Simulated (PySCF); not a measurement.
Computed shifts of a molecule C4H8S, PBE0/pcSseg-1 run with PySCF, GIAO, gas phase, equivalent atoms averaged, in ppm (number of nuclei): ¹³C: 40.1 (2), 36.0 (2). ¹H: 3.03 (2), 2.95 (2), 2.24 (2), 1.67 (2). References: ¹³C against TMS (σ = 186.3 ppm); ³³S against H2S (σ = 716.7 ppm); ¹H against TMS (σ = 31.56 ppm), references at their B3LYP-D3(BJ)/def2-TZVP geometries, non-relativistic. Geometry: B3LYP-D3(BJ)/def2-SVP. One conformer was computed; it need not be the lowest.

Q: Pick the molecule that these values belong to.
A. C1CCSC1
B. C=CCCS
C. SC1CCC1
D. C[C@H]1CCS1

A: A, C1CCSC1
